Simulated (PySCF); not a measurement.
PySCF input for Cl6Y2, SMILES [Cl][Y]12([Cl])<-[Cl][Y]1([Cl])([Cl])<-[Cl]2, PBE-D3(BJ)/def2-SVP. Geometry optimised at PBE-D3(BJ)/def2-SVP. The multiplicity is an assumed one; other spin states were not compared. The def2 effective core potentials stand for the cores of Y; spin–orbit coupling is left out. The values are those of a single conformer.

```python
import numpy as np
from pyscf import gto, scf, dft, df
from pyscf.hessian import thermo

mol = gto.M(
    atom='''
    Y     0.00000000    0.00000000    1.96339716
    Y     0.00000000    0.00000000   -1.96339716
    Cl   -1.78030080    0.00000000    0.00000000
    Cl    1.78030080    0.00000000    0.00000000
    Cl    0.00000000   -2.06591338    3.24600841
    Cl    0.00000000    2.06591338    3.24600841
    Cl    0.00000000   -2.06591338   -3.24600841
    Cl    0.00000000    2.06591338   -3.24600841
    ''',
    basis='def2-SVP',
    ecp={'Y': 'def2-svp'},
    charge=0,
    spin=0,
    max_memory=1600,
    verbose=3,
)
mf = dft.RKS(mol, xc='pbe').density_fit(auxbasis='def2-universal-jkfit')
mf.disp = 'd3bj'
mf.grids.level = 3
mf.conv_tol = 1e-11
mf.max_cycle = 100
mf.kernel()

# [left out here: the lines that compute and print the analytic Hessian (its translational invariance restored by hand, since the grid's response is missing), thermochemistry and intensities]
```

Log of the run:

```
converged SCF energy = -2836.48113522952

WARN: DFTD3 does not support analytical Hessian, using finite difference


WARN: Mole.unit (angstrom) is changed to Bohr

Mode                                 0                   1                   2
Irrep
Freq [cm^-1]                       16.3298             35.2457             46.2986
Reduced mass [au]                  35.6260             35.4500             45.7064
Force const [Dyne/A]                0.0056              0.0259              0.0577
Char temp [K]                      23.4949             50.7107             66.6133
Normal mode                   x     y     z       x     y     z       x     y     z
       0   Y                 0.00 -0.01 -0.00    0.00 -0.00 -0.00    0.00 -0.05  0.00
       1   Y                 0.00 -0.01  0.00   -0.00  0.00 -0.00    0.00  0.05  0.00
       2  Cl                 0.00 -0.05  0.00   -0.00  0.00  0.00    0.00 -0.00  0.00
       3  Cl                 0.00 -0.05  0.00   -0.00 -0.00 -0.00    0.00 -0.00  0.00
       4  Cl                 0.00  0.03  0.07   -0.08 -0.00  0.00    0.00 -0.01  0.07
       5  Cl                -0.00  0.03 -0.07    0.08 -0.00 -0.00   -0.00 -0.01 -0.07
       6  Cl                -0.00  0.03 -0.07    0.08  0.00  0.00   -0.00  0.01  0.07
       7  Cl                 0.00  0.03  0.07   -0.08  0.00 -0.00    0.00  0.01 -0.07
Mode                                 3                   4                   5
Irrep
Freq [cm^-1]                       50.0728             62.5887             64.2124
Reduced mass [au]                  40.8657             37.1574             48.6775
Force const [Dyne/A]                0.0604              0.0858              0.1183
Char temp [K]                      72.0436             90.0511             92.3873
Normal mode                   x     y     z       x     y     z       x     y     z
       0   Y                 0.04  0.00  0.00    0.00 -0.00 -0.02    0.05  0.00  0.00
       1   Y                 0.04 -0.00 -0.00   -0.00 -0.00  0.02   -0.05 -0.00 -0.00
       2  Cl                 0.05  0.00  0.00   -0.01  0.00 -0.00   -0.00  0.00  0.05
       3  Cl                 0.05 -0.00 -0.00    0.01  0.00 -0.00   -0.00 -0.00 -0.05
       4  Cl                -0.07 -0.00 -0.00   -0.00 -0.03 -0.07   -0.05  0.00  0.00
       5  Cl                -0.07  0.00  0.00   -0.00  0.03 -0.07   -0.05 -0.00  0.00
       6  Cl                -0.07  0.00 -0.00    0.00 -0.03  0.07    0.05  0.00 -0.00
       7  Cl                -0.07 -0.00 -0.00   -0.00  0.03  0.07    0.05 -0.00 -0.00
Mode                                 6                   7                   8
Irrep
Freq [cm^-1]                       67.3510             79.4807             94.5232
Reduced mass [au]                  35.4500             38.4352             38.8473
Force const [Dyne/A]                0.0947              0.1431              0.2045
Char temp [K]                      96.9030            114.3550            135.9978
Normal mode                   x     y     z       x     y     z       x     y     z
       0   Y                -0.00 -0.00 -0.00    0.00 -0.00 -0.03    0.00 -0.03  0.00
       1   Y                 0.00  0.00 -0.00    0.00  0.00 -0.03   -0.00 -0.03 -0.00
       2  Cl                -0.00  0.10 -0.00    0.00 -0.00 -0.04    0.00  0.09 -0.00
       3  Cl                -0.00 -0.10  0.00   -0.00 -0.00 -0.04   -0.00  0.09 -0.00
       4  Cl                 0.04  0.00  0.00   -0.00  0.05  0.05    0.00 -0.01  0.04
       5  Cl                -0.04 -0.00 -0.00   -0.00 -0.05  0.05   -0.00 -0.01 -0.04
       6  Cl                 0.04  0.00  0.00   -0.00 -0.05  0.05   -0.00 -0.01 -0.04
       7  Cl                -0.04  0.00 -0.00   -0.00  0.05  0.05    0.00 -0.01  0.04
Mode                                 9                  10                  11
Irrep
Freq [cm^-1]                      117.2390            213.2066            251.3392
Reduced mass [au]                  51.6810             42.1075             39.8189
Force const [Dyne/A]                0.4185              1.1277              1.4820
Char temp [K]                     168.6808            306.7568            361.6212
Normal mode                   x     y     z       x     y     z       x     y     z
       0   Y                 0.00 -0.00 -0.05   -0.04 -0.00 -0.00   -0.00 -0.00 -0.03
       1   Y                -0.00 -0.00  0.05    0.04 -0.00  0.00   -0.00  0.00 -0.03
       2  Cl                -0.05  0.00 -0.00    0.00 -0.00  0.10   -0.00 -0.00  0.10
       3  Cl                 0.05  0.00 -0.00    0.00  0.00 -0.10    0.00 -0.00  0.10
       4  Cl                -0.00  0.04  0.00    0.00  0.00 -0.00    0.00  0.02 -0.01
       5  Cl                -0.00 -0.04  0.00    0.00 -0.00 -0.00    0.00 -0.02 -0.01
       6  Cl                 0.00  0.04 -0.00   -0.00 -0.00 -0.00   -0.00 -0.02 -0.01
       7  Cl                 0.00 -0.04 -0.00   -0.00  0.00 -0.00   -0.00  0.02 -0.01
Mode                                12                  13                  14
Irrep
Freq [cm^-1]                      255.9116            264.2201            354.1853
Reduced mass [au]                  38.0899             44.0353             41.2259
Force const [Dyne/A]                1.4697              1.8113              3.0471
Char temp [K]                     368.1998            380.1539            509.5938
Normal mode                   x     y     z       x     y     z       x     y     z
       0   Y                -0.00  0.00  0.03    0.04 -0.00 -0.00    0.00 -0.00  0.04
       1   Y                -0.00  0.00 -0.03    0.04  0.00 -0.00   -0.00 -0.00  0.04
       2  Cl                -0.10  0.00 -0.00   -0.10  0.00  0.00    0.00  0.00 -0.01
       3  Cl                 0.10  0.00 -0.00   -0.10 -0.00 -0.00   -0.00  0.00 -0.01
       4  Cl                 0.00 -0.03  0.01   -0.00  0.00 -0.00   -0.00  0.06 -0.04
       5  Cl                 0.00  0.03  0.01   -0.00 -0.00 -0.00   -0.00 -0.06 -0.04
       6  Cl                 0.00 -0.03 -0.01   -0.00 -0.00 -0.00   -0.00 -0.06 -0.04
       7  Cl                 0.00  0.03 -0.01   -0.00  0.00 -0.00   -0.00  0.06 -0.04
Mode                                15                  16                  17
Irrep
Freq [cm^-1]                      368.1531            385.6136            389.8476
Reduced mass [au]                  42.8111             45.9714             46.3458
Force const [Dyne/A]                3.4187              4.0276              4.1500
Char temp [K]                     529.6904            554.8121            560.9039
Normal mode                   x     y     z       x     y     z       x     y     z
       0   Y                -0.00 -0.00  0.04   -0.00 -0.05 -0.00   -0.00  0.05  0.00
       1   Y                 0.00 -0.00 -0.04   -0.00  0.05 -0.00    0.00  0.05  0.00
       2  Cl                -0.01  0.00  0.00    0.00 -0.00  0.00   -0.00 -0.00 -0.00
       3  Cl                 0.01  0.00  0.00   -0.00 -0.00  0.00    0.00 -0.00 -0.00
       4  Cl                -0.00  0.06 -0.04   -0.00  0.06 -0.03    0.00 -0.06  0.03
       5  Cl                -0.00 -0.06 -0.04    0.00  0.06  0.03   -0.00 -0.06 -0.03
       6  Cl                -0.00  0.06  0.04    0.00 -0.06 -0.03   -0.00 -0.06 -0.03
       7  Cl                -0.00 -0.06  0.04   -0.00 -0.06  0.03    0.00 -0.06  0.03
temperature 298.1500 [K]
pressure 101325.00 [Pa]
Rotational constants [GHz] 0.60895 0.21020 0.18148
Symmetry number 4
Zero-point energy (ZPE) 0.00710 [Eh]   18636.735 [J/mol]
                           tot       elec      trans        rot        vib
Entropy [J/mol/K]       552.703      0.000    183.170    130.277    239.257
Cv [J/mol/K]            162.427      0.000     12.472     12.472    137.484
Cp [J/mol/K]            170.742      0.000     20.786     12.472    137.484
Internal energy [J/mol]                      3718.434   3718.434  48560.812
Internal energy [Eh]   -2836.45981  -2836.48114
Enthalpy [J/mol]                             6197.391   3718.434  48560.812
Enthalpy [Eh]          -2836.45886
Gibbs free energy [J/mol]                  -48414.776 -35123.550 -22773.560
Gibbs free energy [Eh] -2836.52163
mode   freq/cm-1   IR/(km/mol)
   1       16.33         0.836
   2       35.25         0.000
   3       46.30         0.000
   4       50.07        19.680
   5       62.59         0.000
   6       64.21         0.000
   7       67.35         0.000
   8       79.48         6.306
   9       94.52         3.857
  10      117.24         0.000
  11      213.21         0.000
  12      251.34       117.821
  13      255.91         0.000
  14      264.22        55.792
  15      354.19       158.716
  16      368.15         0.000
  17      385.61         0.000
  18      389.85       186.420
max |gradient| / (hartree/bohr): 0.00015240586080679622
APT charges: [ 1.945   1.945  -0.6944 -0.6944 -0.6254 -0.6254 -0.6254 -0.6254]
```

The run converged.
